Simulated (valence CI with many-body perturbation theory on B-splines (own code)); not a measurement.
## E1 line list for Gd⁵¹⁺

Calculated by valence CI with perturbative core correlation (CI+MBPT): three valence electrons over a frozen Dirac-Fock core [Ne], a basis of 11 s, 11 p, 10 d, 8 f, 5 g, 2 h functions for each j, with the one-electron correlation potential Σ1, the two-electron term Σ2, the three-electron term Σ3, Breit, model QED; selected CI, second order for the rest, scaled by the run's own slope (own B-spline code, finite nucleus).

The last digits are not significant, and no measured levels were compared; by estimate large intervals hold to a few tenths of a per cent, small ones and those within an open d or f shell to about a per cent.

Lines 151 to 200 of 584 in falling wavelength, among levels below 2296.9 eV, chosen from the strongest by gf and those to the six lowest levels. Wavelengths and rates use the calculated energies. Electric multipoles are in the length gauge with retardation, E1 and E2 with the static RPA response of the core. Weak lines are less certain than strong ones. Lines between different terms over intervals too small for the method are left out, as are lines whose strength nearly cancels. The highest levels of a list are the least certain.

Levels are named by their leading jj configuration (3d3/2^4 stands for four electrons in 3d with j = 3/2), which in mixed levels can hold well under half, so a name can repeat and another be missing. Letters in brackets count levels of one name in rising energy.

```tsv
λ vac (Å)	Upper	Lower	A (s⁻¹)	S (a.u.) with core polarisation	S without
54.89	(3p3/2 3d3/2 3d5/2) J=3/2 [b]	(3p3/2^2 3d3/2) J=1/2	8.34e+10	2.72e-02	2.77e-02
54.85	(3s 3d3/2 3d5/2) J=7/2 [a]	(3s 3p3/2 3d3/2) J=5/2 [a]	1.29e+11	8.38e-02	8.51e-02
54.77	(3p1/2 3d3/2 3d5/2) J=9/2	(3p1/2 3p3/2 3d3/2) J=7/2	1.04e+11	8.45e-02	8.57e-02
54.76	(3p1/2 3d3/2 3d5/2) J=7/2 [b]	(3p1/2 3p3/2 3d3/2) J=5/2 [b]	1.46e+11	9.48e-02	9.63e-02
54.75	(3d3/2^2 3d5/2) J=1/2	(3p3/2 3d3/2^2) J=1/2	1.27e+11	2.05e-02	2.08e-02
54.74	(3d3/2^2 3d5/2) J=5/2 [b]	(3p3/2 3d3/2^2) J=3/2 [b]	1.54e+11	7.49e-02	7.60e-02
54.60	(3p1/2 3d3/2 3d5/2) J=1/2	(3p1/2 3p3/2 3d3/2) J=1/2 [a]	1.44e+11	2.31e-02	2.35e-02
54.59	(3p3/2 3d5/2^2) J=1/2	(3p3/2^2 3d5/2) J=1/2	2.97e+11	4.77e-02	4.85e-02
54.56	(3p1/2 3p3/2 3d5/2) J=3/2 [b]	(3p1/2 3p3/2^2) J=1/2	9.86e+10	3.16e-02	3.21e-02
54.51	(3p1/2 3d3/2 3d5/2) J=3/2 [a]	(3p1/2 3p3/2 3d3/2) J=3/2 [a]	9.26e+10	2.96e-02	3.01e-02
54.49	(3p3/2 3d5/2^2) J=3/2 [a]	(3p3/2^2 3d5/2) J=5/2 [a]	1.97e+11	6.30e-02	6.40e-02
54.47	(3p3/2^2 3d5/2) J=3/2	(3p3/2^3) J=3/2	2.86e+11	9.12e-02	9.27e-02
54.45	(3s^2 3d5/2) J=5/2	(3s^2 3p3/2) J=3/2	1.36e+11	6.52e-02	6.62e-02
54.44	(3s 3p1/2 3d5/2) J=7/2	(3s 3p1/2 3p3/2) J=5/2	9.10e+10	5.80e-02	5.88e-02
54.43	(3p3/2 3d3/2 3d5/2) J=5/2 [c]	(3p3/2^2 3d3/2) J=5/2	1.19e+11	5.70e-02	5.79e-02
54.42	(3p1/2 3d3/2 3d5/2) J=5/2 [a]	(3p1/2 3p3/2 3d3/2) J=5/2 [a]	6.26e+10	2.99e-02	3.04e-02
54.39	(3p1/2 3d3/2 3d5/2) J=3/2 [b]	(3p1/2 3p3/2 3d3/2) J=1/2 [b]	7.41e+10	2.36e-02	2.39e-02
54.35	(3d3/2 3d5/2^2) J=3/2 [a]	(3p3/2 3d3/2 3d5/2) J=5/2 [b]	9.32e+10	2.95e-02	3.00e-02
54.34	(3d3/2 3d5/2^2) J=3/2 [a]	(3p3/2 3d3/2 3d5/2) J=3/2 [a]	1.36e+11	4.30e-02	4.36e-02
54.31	(3p1/2^2 3d5/2) J=5/2	(3p1/2^2 3p3/2) J=3/2	7.22e+10	3.43e-02	3.48e-02
54.26	(3p3/2 3d5/2^2) J=5/2 [b]	(3p3/2^2 3d5/2) J=5/2 [a]	1.67e+11	7.89e-02	8.01e-02
54.25	(3d3/2^2 3d5/2) J=3/2	(3p3/2 3d3/2^2) J=3/2 [a]	9.88e+10	3.11e-02	3.16e-02
54.12	(3p3/2 3d5/2^2) J=3/2 [b]	(3p3/2^2 3d5/2) J=5/2 [b]	1.61e+11	5.05e-02	5.13e-02
54.11	(3p3/2^2 3d5/2) J=5/2 [b]	(3p3/2^3) J=3/2	3.76e+11	1.77e-01	1.79e-01
54.02	(3d3/2 3d5/2^2) J=3/2 [b]	(3p3/2 3d3/2 3d5/2) J=5/2 [d]	1.37e+11	4.26e-02	4.32e-02
54.02	(3p1/2 3p3/2 3d5/2) J=5/2 [b]	(3p1/2 3p3/2^2) J=3/2	2.89e+11	1.35e-01	1.37e-01
53.99	(3s 3d5/2^2) J=5/2	(3s 3p3/2 3d5/2) J=3/2 [a]	3.69e+10	1.72e-02	1.74e-02
53.96	(3p3/2 3d5/2^2) J=5/2 [a]	(3p3/2^2 3d3/2) J=3/2 [b]	8.21e+10	3.82e-02	3.88e-02
53.88	(3p1/2 3p3/2 3d5/2) J=7/2 [b]	(3p1/2 3p3/2^2) J=5/2	1.97e+11	1.22e-01	1.24e-01
53.80	(3s 3p3/2 3d5/2) J=5/2 [b]	(3s 3p3/2^2) J=3/2	3.14e+11	1.45e-01	1.47e-01
53.77	(3p3/2 3d5/2^2) J=3/2 [b]	(3p3/2^2 3d5/2) J=3/2	3.89e+11	1.19e-01	1.21e-01
53.66	(3d3/2 3d5/2^2) J=7/2 [a]	(3p3/2 3d3/2 3d5/2) J=7/2 [a]	8.57e+10	5.23e-02	5.31e-02
53.66	(3s 3d5/2^2) J=5/2	(3s 3p3/2 3d5/2) J=7/2 [a]	4.67e+10	2.14e-02	2.17e-02
53.56	(3p1/2 3d5/2^2) J=9/2	(3p1/2 3p3/2 3d5/2) J=9/2	4.28e+10	3.24e-02	3.29e-02
53.52	(3s 3p3/2 3d5/2) J=7/2 [a]	(3s 3p3/2^2) J=5/2	1.43e+11	8.63e-02	8.77e-02
53.40	(3s 3p1/2 3d5/2) J=5/2 [a]	(3s 3p1/2 3p3/2) J=3/2 [a]	1.49e+11	6.70e-02	6.80e-02
53.40	(3p1/2 3d5/2^2) J=1/2	(3p1/2 3p3/2 3d5/2) J=3/2 [b]	2.51e+11	3.77e-02	3.83e-02
53.23	(3s 3d3/2 3d5/2) J=5/2 [a]	(3s 3p3/2 3d3/2) J=3/2 [a]	1.43e+11	6.38e-02	6.48e-02
53.15	(3p1/2 3d5/2^2) J=5/2	(3p1/2 3p3/2 3d5/2) J=5/2 [a]	1.38e+11	6.12e-02	6.21e-02
53.11	(3p1/2 3p3/2 3d5/2) J=5/2 [b]	(3p1/2 3p3/2^2) J=5/2	3.74e+10	1.66e-02	1.68e-02
53.10	(3d3/2 3d5/2^2) J=1/2	(3p3/2 3d3/2 3d5/2) J=1/2 [a]	1.21e+11	1.79e-02	1.81e-02
53.04	(3p3/2 3d3/2 3d5/2) J=5/2 [c]	(3p3/2^2 3d3/2) J=3/2 [a]	9.21e+10	4.07e-02	4.13e-02
53.00	(3s 3p3/2 3d5/2) J=3/2 [b]	(3s 3p3/2^2) J=1/2	1.51e+11	4.43e-02	4.50e-02
52.90	(3p3/2 3d3/2 3d5/2) J=5/2 [d]	(3p3/2^2 3d3/2) J=7/2	5.04e+10	2.21e-02	2.25e-02
52.76	(3p1/2 3d5/2^2) J=3/2	(3p1/2 3p3/2 3d5/2) J=3/2 [a]	1.40e+11	4.06e-02	4.12e-02
52.61	(3s 3d3/2 3d5/2) J=3/2 [a]	(3s 3p3/2 3d3/2) J=1/2 [a]	1.39e+11	3.99e-02	4.05e-02
52.59	(3s 3d3/2 3d5/2) J=9/2	(3s 3p3/2 3d3/2) J=7/2	2.10e+11	1.51e-01	1.53e-01
52.55	(3p3/2 3d3/2 3d5/2) J=3/2 [b]	(3p3/2^2 3d3/2) J=3/2 [a]	1.42e+11	4.08e-02	4.15e-02
52.50	(3p3/2 3d3/2 3d5/2) J=3/2 [c]	(3p3/2^2 3d3/2) J=1/2	1.87e+11	5.33e-02	5.42e-02
52.40	(3p1/2 3d5/2^2) J=7/2	(3p1/2 3p3/2 3d5/2) J=7/2 [a]	4.67e+10	2.66e-02	2.70e-02
```
